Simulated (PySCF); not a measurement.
Ligand exchange on a metal centre used in film growth or etching (Ta Cl-OH). All species are isolated molecules in the gas phase. One relaxed conformer stands for each flexible species; it need not be the lowest.

Method: B3LYP-D3(BJ)/def2-TZVP // BP86-D3(BJ)/def2-SVP run with PySCF. All candidates: neutral, multiplicity 1. B3LYP has the VWN-RPA correlation part, as in Gaussian. 

| Property | Value |
|---|---|
| LUMO | -2.06 eV |
| HOMO | -8.23 eV |
| HOMO–LUMO gap | 6.18 eV |

Task: Say which member has these values.
(A) [Ta(Cl)3(OH)2]
(B) [Ta(OH)5]
(C) [Ta(Cl)5]
(D) [Ta(Cl)2(OH)3]

Result: D, [Ta(Cl)2(OH)3]. The others give [Ta(OH)5]: -1.25 eV, -8.32 eV, 7.07 eV; [Ta(Cl)3(OH)2]: -2.89 eV, -8.53 eV, 5.64 eV; [Ta(Cl)5]: -4.03 eV, -8.93 eV, 4.90 eV
